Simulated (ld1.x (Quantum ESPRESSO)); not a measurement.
# Configuration tests for copper (Cu) (ultrasoft)

* Element: Cu
* Generator: ld1.x (Quantum ESPRESSO) 7.5
* Type: ultrasoft
* Functional: PBE
* Relativity: scalar-relativistic
* Frozen core: [Ne]
* Valence charge: 19
* Reference configuration: 3s2 3p6 3d10 4s1 4p0
* Partial waves: 3s (bound): rcut 0.95, rcutus 1.10 bohr; 4s (bound): rcut 0.95, rcutus 1.10 bohr; 3p (bound): rcut 1.05, rcutus 1.10 bohr; 4p (bound, empty): rcut 1.05, rcutus 1.10 bohr; 3d (bound): rcut 1.10, rcutus 1.25 bohr; 3d channel at 1.15 Ry: rcut 1.10, rcutus 1.25 bohr
* Local potential: all-electron potential smoothed inside 1.00 bohr (lloc = -2)
* Core correction: none
* Augmentation charge: PSQ, inside the norm-conserving radii

Energies are relative to the spin-unpolarised reference configuration 3s2 3p6 3d10 4s1 4p0; without spin polarisation the order of configurations can differ from experiment.

```tsv
valence configuration	charge	ΔE all-electron (eV)	error AE − PS (meV)
3s2 3p6 3d9 4s0 4p0	+2	29.480	-3.1
3s2 3p6 3d8 4s0 4p0	+3	68.500	+44
3s2 3p6 3d9 4s2 4p0	0	1.970	+12
3s1 3p6 3d10 4s1 4p0	+1	122.233	-29
3s2 3p5 3d10 4s1 4p0	+1	79.535	-0.1
3s2 3p6 3d7 4s0 4p0	+4	128.209	+217
```

Question: What are ΔE and the potential's error for 3s2 3p6 3d10 4s0 4p0?

Answer: ΔE = 8.148 eV all-electron; the error (AE − PS) is +0.9 meV.

Levels in the configuration 3s2 3p6 3d9 4s2 4p0:

```
level  all-electron (eV)  pseudo (eV)
   3s           -119.997     -119.990
   3p            -77.307      -77.305
   3d             -9.518       -9.492
   4s             -5.812       -5.816
```
